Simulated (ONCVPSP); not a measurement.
# Transferability test, ONCV potential for Zn (Z = 30)

```
Element                 : zinc (Zn)
Generator               : ONCVPSP 4.0.1
Type                    : optimised norm-conserving Vanderbilt (ONCV)
Functional              : LDA (Perdew-Wang 92)
Relativity              : scalar-relativistic
Frozen core             : [Ne]
Valence charge          : 20
Reference configuration : 3s2 3p6 3d10 4s2
Partial waves           : 3s+4s: rc 1.20 bohr, ncon 3, nbas 6, qcut 10.3 1/bohr, 3 projectors, debl 2.5 Ha; 3p: rc 0.80 bohr, ncon 4, nbas 8, qcut 19.1 1/bohr, 2 projectors, debl 1.9 Ha; 3d: rc 1.50 bohr, ncon 3, nbas 7, qcut 8.2 1/bohr, 2 projectors, debl 1.4 Ha
Local potential         : polynomial inside 0.70 bohr (lpopt 1, dvloc0 6 Ha)
Core correction         : none
```

In the p channel the program set the typed energies aside and used -3.060, 0.250 Ha.

Energies are relative to the spin-unpolarised reference configuration 3s2 3p6 3d10 4s2; without spin polarisation the order of configurations can differ from experiment.

| valence configuration | charge | ΔE all-electron (eV) | error AE − PS (meV) |
| --- | --- | --- | --- |
| 3s2 3p6 3d10 4s1 | +1 | 10.184 | +3.5 |
| 3s2 3p6 3d10 4s0 | +2 | 28.947 | +21 |

What are ΔE and the potential's error for 3s2 3p6 3d10 4s1.5?

ΔE = 4.075 eV all-electron; the error (AE − PS) is +0.6 meV.

What are ΔE and the potential's error for 3s2 3p6 3d9 4s0?

ΔE = 69.844 eV all-electron; the error (AE − PS) is +84 meV.
